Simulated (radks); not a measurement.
Task: These are the eigenvalues of the occupied orbitals of an atom or ion with whole-number occupations (hartree). All-electron calculation, Dirac Kohn-Sham, PBE, spin-unpolarised, spherical densities, finite nucleus; Fermi nuclear charge, rms radius of each element as measured or else 0.836 A^(1/3) + 0.57 fm. Program: a radial shooting solver on a logarithmic mesh with Libxc functionals.

1s1/2: -1211.952
2s1/2: -187.8284
2p1/2: -176.2805
2p3/2: -165.3022
3s1/2: -38.51300
3p1/2: -33.73752
3p3/2: -31.67147
3d3/2: -23.25714
3d5/2: -22.82270
4s1/2: -7.37952
4p1/2: -5.71269
4p3/2: -5.31017
4d3/2: -2.62978
4d5/2: -2.56653
5s1/2: -1.32220
5p1/2: -0.93222
5p3/2: -0.88476

Which element is it, and in what charge state? The configuration may be excited. Open shells, if any, are shared by 2j + 1.

Result: Z = 53, iodine, charge +2: I2+ in [Kr] 4d10 5s2 5p3. The list shows which subshells hold electrons but not how many an open one holds; the 1s level, -1212 hartree, gives Z - s = 49.2 by -(Z - s)^2/2, which with screening and relativity narrows Z to a few neighbours, and the depths of the outer levels then fix element, charge and occupations together.
